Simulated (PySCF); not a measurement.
C₂H₅F₃Si, SMILES F[Si](F)(CC)F. Atoms are numbered in the order given.

```xyz
11

C     -2.3457     0.1983     0.4175
C     -1.2279    -0.8232     0.1513
Si     0.4267    -0.0427    -0.0765
F      0.4364     0.9761    -1.3233
F      1.5846    -1.1272    -0.3428
F      0.8640     0.8092     1.2181
H     -2.1426     0.7828     1.3284
H     -2.4433     0.9088    -0.4181
H     -3.3177    -0.3009     0.5487
H     -1.1475    -1.5461     0.9819
H     -1.4455    -1.4206    -0.7512
```

The structure is a stationary point at B3LYP-D3(BJ)/def2-SVP. One conformer was computed; it need not be the lowest.

Calculation: PySCF with TDDFT-CAM-B3LYP/def2-SVPD.

Vertical excitations. The molecule is in vacuum.

```tsv
state	energy (eV)	λ (nm)	f	main pairs
S1	8.79	141	0.022	HOMO→LUMO 92 %
S2	9.55	130	0.127	HOMO→LUMO+1 86 %
S3	9.57	130	0.000	HOMO−1→LUMO 84 %
S4	10.15	122	0.008	HOMO→LUMO+3 87 %
S5	10.27	121	0.044	HOMO→LUMO+2 89 %
S6	10.36	120	0.000	HOMO−2→LUMO 82 %
S7	10.41	119	0.053	HOMO−1→LUMO+1 76 %
S8	10.57	117	0.021	HOMO→LUMO+4 92 %
S9	10.68	116	0.063	HOMO→LUMO+5 81 %
S10	11.00	113	0.016	HOMO−3→LUMO 57 %, HOMO−1→LUMO+2 21 %
T1	8.47	146	0	HOMO→LUMO 86 %
T2	9.07	137	0	HOMO→LUMO+1 74 %
T3	9.25	134	0	HOMO−1→LUMO 73 %, HOMO−1→LUMO+1 12 %
T4	9.55	130	0	HOMO→LUMO+3 52 %, HOMO→LUMO+4 27 %
```
Triplets are in the Tamm–Dancoff approximation, which puts them higher than full response would, so one can lie above its singlet here.
